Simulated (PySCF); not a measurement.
**An isoelectronic set: 95 electrons**

PBE in PySCF with def2-SVPD on every atom (core potentials on Hg, Tl, Pb), for the lowest determinant that a PBE0 search found; no spin–orbit coupling. All have 95 electrons, 7 of them in the valence shells, and the same state, a quartet (σ ↑, π ↑↑). For ions De leads to the atom and ion picked by measured ionisation energies and electron affinities.

| species | difference of nuclear charges | Re (Å) | ωe (cm⁻¹) | k (mdyn/Å) | De (eV) | dissociates to |
| --- | --- | --- | --- | --- | --- | --- |
| SiHg⁻ | 66 | 2.784 | 142 | 0.292 | n/a | Si⁻ + Hg |
| AlTl⁻ | 68 | 2.753 | 211 | 0.627 | n/a | Al⁻ + Tl |
| MgPb⁻ | 70 | 2.973 | 169 | 0.363 | 1.19 | Mg + Pb⁻ |
| HgP | 65 | 2.914 | 91.9 | 0.134 | 0.16 | Hg + P |
| TlSi | 67 | 2.710 | 222 | 0.716 | 2.39 | Tl + Si |
| AlPb | 69 | 2.742 | 236 | 0.785 | 2.27 | Al + Pb |
| TlP⁺ | 66 | 3.125 | 105 | 0.174 | n/a | Tl⁺ + P |
| SiPb⁺ | 68 | 2.669 | 263 | 1.00 | n/a | Si + Pb⁺ |

(1) Which member of the whole set has the stiffest bond, and how does it compare with the softest?

Weak bonds: HgP. Basis-set superposition, not corrected here, can be much of De in a small basis, most of all at correlated wavefunction levels. These are scalar-relativistic numbers at best; spin–orbit coupling would shift them, the dissociation energy most. For an ion De counts to the pair picked by the measured ionisation energies or electron affinities, which need not be the lowest pair at this level. The highest Kohn–Sham level is positive in some of these anions. Much of that is self-interaction error, but it also means that the finite basis helps to hold the extra electron. States were picked by a PBE0 search and need not be the measured ground states.

Results:

(1) SiPb⁺ with k = 1.00 mdyn/Å, 7.5 times that of HgP.
